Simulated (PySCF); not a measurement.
Simulated absorption spectrum

Compound: C₇H₉NO.
SMILES with atom numbers: `[CH:1]#[C:2][C:3](=[O:4])[NH:5][CH2:6][CH:7]1[CH2:8][CH2:9]1` (hydrogens: H10 on C1; H11 on N5; H12, H13 on C6; H14 on C7; H15, H16 on C8; H17, H18 on C9)

Cartesian coordinates in Å at the GFN2-xTB level; atoms count from 1:
```xyz
18
C7H9NO angstrom
C      3.9313   -1.1531    1.2455
C      2.8881   -0.5986    1.0378
C      1.6297    0.1057    0.8928
O      1.1060    0.7115    1.8033
N      1.1307    0.0309   -0.3649
C     -0.1448    0.6146   -0.7206
C     -1.2120   -0.4385   -0.9184
C     -2.6304   -0.1289   -0.5436
C     -1.8271   -1.0769    0.2914
H      4.8458   -1.6445    1.4073
H      1.5941   -0.5513   -1.0447
H     -0.0218    1.2124   -1.6308
H     -0.4204    1.2735    0.1062
H     -1.0533   -1.0681   -1.7870
H     -3.4217   -0.5268   -1.1604
H     -2.8456    0.8485   -0.1398
H     -2.0681   -2.1284    0.2545
H     -1.4894   -0.7405    1.2596
```

Method used: PySCF, TDDFT PBE0/def2-SVPD, vertical, gas phase, core orbitals frozen in the response.

Computed states:

| state | E (eV) | f |
| --- | --- | --- |
| S1 | 4.95 | 0.0003 |
| S2 | 5.91 | 0.114 |
| S3 | 5.93 | 0.063 |
| S4 | 6.31 | 0.037 |
| S5 | 6.68 | 0.0009 |
| S6 | 6.84 | 0.0017 |

Broadening: Gaussians 0.25 eV wide at half height, area fixed by f = 4.319×10⁻⁹ ∫ε dν̃. The width is an assumption, not a result. The curve ends short of the highest state used, and states not computed would add to its high-energy end.

Task: What does the envelope look like, and where are its maxima?

Result: 
| E (eV) | ε (L mol⁻¹ cm⁻¹) |
| --- | --- |
| 4.58 | 0 |
| 4.61 | 0 |
| 4.64 | 0 |
| 4.67 | 1 |
| 4.70 | 2 |
| 4.73 | 3 |
| 4.76 | 5 |
| 4.79 | 9 |
| 4.82 | 13 |
| 4.85 | 18 |
| 4.88 | 23 |
| 4.91 | 27 |
| 4.94 | 29 |
| 4.97 | 29 |
| 5.00 | 27 |
| 5.03 | 23 |
| 5.06 | 18 |
| 5.09 | 13 |
| 5.12 | 9 |
| 5.15 | 5 |
| 5.18 | 3 |
| 5.21 | 2 |
| 5.24 | 1 |
| 5.27 | 0 |
| 5.30 | 0 |
| 5.33 | 0 |
| 5.37 | 0 |
| 5.40 | 0 |
| 5.43 | 1 |
| 5.46 | 2 |
| 5.49 | 6 |
| 5.52 | 18 |
| 5.55 | 50 |
| 5.58 | 127 |
| 5.61 | 298 |
| 5.64 | 644 |
| 5.67 | 1288 |
| 5.70 | 2380 |
| 5.73 | 4062 |
| 5.76 | 6404 |
| 5.79 | 9326 |
| 5.82 | 12547 |
| 5.85 | 15595 |
| 5.88 | 17907 |
| 5.91 | 18997 |
| 5.94 | 18622 |
| 5.97 | 16873 |
| 6.00 | 14147 |
| 6.03 | 11006 |
| 6.06 | 8010 |
| 6.09 | 5569 |
| 6.12 | 3891 |
| 6.15 | 2988 |
| 6.18 | 2735 |
| 6.21 | 2927 |
| 6.24 | 3334 |

Maxima: 250 nm (4.95 eV), ε about 29, made up of S1 (100%); 210 nm (5.92 eV), ε about 19000, made up of S2 (64%) and S3 (36%) (ε in L mol⁻¹ cm⁻¹; maxima over ε = 5, shares over 10%). At its high-energy end, 6.24 eV, the curve is still rising (ε about 3300, from S4).

Task: What would ε be at 5.92 eV, the highest of these maxima, with half the width (0.125 eV)?

Result: About 37600 L mol⁻¹ cm⁻¹ against 19000, a factor of about 1.97; a lone state at its own centre would give exactly 2.

Task: Coming from long wavelengths, where does ε first pass 100 L mol⁻¹ cm⁻¹?

Result: At about 222 nm (5.57 eV), 0.62 eV above S1.

Task: On this curve, what absorbance would a 10⁻³ mol/L sample give at 222 nm over a 1 cm path?

Result: 222 nm is 5.585 eV, where ε is about 150 L mol⁻¹ cm⁻¹, so A = ε c l ≈ 0.15 (Beer–Lambert, with the gas-phase spectrum and the assumed width).

Time: 61 s of wall time (with the writing of density and orbital grids); peak memory 1.0 GiB. Hardware: one thread of an Arm Neoverse V1, on a shared host.

One conformer stands for the species.
